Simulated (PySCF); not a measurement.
Stationary points of CeO₂

All numbers come from PBE0 in PySCF with Ce def2-TZVP with ECP28, O def2-TZVP; scalar-relativistic core potentials, no spin–orbit coupling; density-fitted integrals.

Relaxations began from a few typed shapes; open shells are unrestricted. The search is not exhaustive: other isomers or separated fragments can lie lower, and high-lying points may rest on an excited occupation.

Order these stationary points by electronic energy, lowest first, in kJ/mol from the lowest minimum.
A. singlet D∞h: Ce–O 1.794 Å (×2); O–Ce–O 180.0°
B. singlet C2v: Ce–O 1.799 Å (×2); O–Ce–O 143.0°
C. singlet (closed shell, unstable to spin polarisation) C2v: Ce–O 2.038 Å (×2), O–O 1.461 Å; Ce–O–O 69.0° (×2), O–Ce–O 42.0°
D. broken-symmetry Ms = 0 (⟨S²⟩ 1.00) C2v: Ce–O 2.036 Å (×2), O–O 1.460 Å; Ce–O–O 69.0° (×2), O–Ce–O 42.0°

B (0.0), A (3.2), D (391.0), C (519.7).

Which of them are minima?

By energy in kJ/mol, 0.0: minimum; 3.2: saddle point, 2 imaginary modes; 391.0: minimum; 519.7: minimum of the closed-shell surface only.

Formally Ce is in oxidation state +4, with 0 electrons left for the f, d and s shells; the Mulliken f population is 1.32.

The electron or spin density has lower symmetry than the nuclear frame for the broken-symmetry Ms = 0 (⟨S²⟩ 1.00) C2v at 391.0 kJ/mol, singlet (closed shell, unstable to spin polarisation) C2v at 519.7 kJ/mol.
